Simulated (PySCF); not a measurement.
# `CC[P@H](=O)c1ccccc1F`: 4 charge schemes on one density

C8H10FOP.
Z-matrix (Å and degrees, GFN2-xTB geometry), rows numbered from 1:
```
C 
C   1  1.5216
P   2  1.8336  1  107.90
O   3  1.4633  2  114.58  1   -56.14
C   3  1.8139  2  106.84  1   177.25
C   5  1.3871  3  119.34  2   118.71
C   6  1.3841  5  120.33  3   179.81
C   7  1.3859  6  120.02  5     0.01
C   8  1.3863  7  120.49  6     0.04
C   9  1.3802  8  118.57  7    -0.06
F  10  1.3496  5  118.31  3     0.06
H   1  1.0892  2  110.26  3   -63.62
H   1  1.0887  2  109.71  3    55.37
H   1  1.0881  2  111.06  3   175.79
H   2  1.0947  1  110.83  3  -116.91
H   2  1.0894  1  111.53  3   121.62
H   3  1.3955  2  103.65  1    68.75
H   6  1.0804  5  117.96  3     0.12
H   7  1.0792  6  119.94  5  -179.81
H   8  1.0794  7  120.15  6  -179.79
H   9  1.0787  8  121.60  7   180.00
```

Density: PBE0/pcSseg-1 (PySCF); schemes: Mulliken, IAO, Hirshfeld and ESP-fitted. Geometry: GFN2-xTB, one conformer, isolated molecule.

Q: Give the atomic charges in each scheme.

A: In e:

```tsv
atom	environment	Mulliken	IAO	Hirshfeld	ESP-fitted
C1	methyl carbon	-0.291	-0.420	-0.114	-0.218
C2	sp3 carbon bound to phosphorus	-0.507	-0.510	-0.112	-0.121
P3	phosphoryl phosphorus	+0.981	+1.421	+0.406	+0.774
O4	phosphoryl oxygen	-0.613	-0.927	-0.394	-0.627
C5	substituted aromatic carbon	-0.615	-0.320	-0.077	-0.287
C6	aromatic CH carbon	-0.002	-0.123	-0.032	-0.015
C7	aromatic CH carbon	-0.060	-0.160	-0.048	-0.230
C8	aromatic CH carbon	-0.060	-0.132	-0.033	-0.092
C9	aromatic CH carbon	-0.126	-0.193	-0.064	-0.253
C10	aromatic C–F carbon	+0.426	+0.296	+0.090	+0.297
F11	aryl fluorine	-0.286	-0.273	-0.068	-0.191
H12	methyl hydrogen	+0.119	+0.140	+0.042	+0.058
H13	methyl hydrogen	+0.143	+0.159	+0.045	+0.084
H14	methyl hydrogen	+0.129	+0.149	+0.047	+0.077
H15	methylene hydrogen	+0.161	+0.158	+0.050	+0.074
H16	methylene hydrogen	+0.161	+0.158	+0.040	+0.057
H17	P–H hydrogen	+0.023	-0.099	-0.009	-0.031
H18	aromatic hydrogen	+0.103	+0.178	+0.057	+0.148
H19	aromatic hydrogen	+0.100	+0.161	+0.056	+0.164
H20	aromatic hydrogen	+0.103	+0.163	+0.059	+0.153
H21	aromatic hydrogen	+0.112	+0.172	+0.059	+0.180
```

Mean size of the charges over all atoms: IAO 0.301 e, Mulliken 0.244 e, ESP-fitted 0.197 e, Hirshfeld 0.090 e. Each set sums to the total charge, 0, to within 0.001 e. The Mulliken scheme counts on each atom the diagonal of the density matrix times the overlap matrix over that atom's basis functions. The ESP scheme is a least-squares fit of atom-centred charges to the potential on four shells outside the van der Waals surface, with the total charge fixed.

Lowest charge. The schemes don't all agree: Mulliken C5 (-0.615); IAO O4 (-0.927); Hirshfeld O4 (-0.394); ESP-fitted O4 (-0.627).

Highest charge. All schemes agree: Mulliken P3 (+0.981); IAO P3 (+1.421); Hirshfeld P3 (+0.406); ESP-fitted P3 (+0.774).

Q: How many electrons does the Mulliken scheme count on C8?

A: Z − q = 6 − (-0.060) = 6.060.

Q: How closely do the schemes follow one another over all atoms?

A: Correlation coefficient and root-mean-square difference: IAO with Hirshfeld 0.98, 0.299 e; Hirshfeld with ESP-fitted 0.96, 0.142 e; IAO with ESP-fitted 0.96, 0.192 e; Mulliken with IAO 0.95, 0.151 e; Mulliken with ESP-fitted 0.92, 0.142 e; Mulliken with Hirshfeld 0.91, 0.227 e.
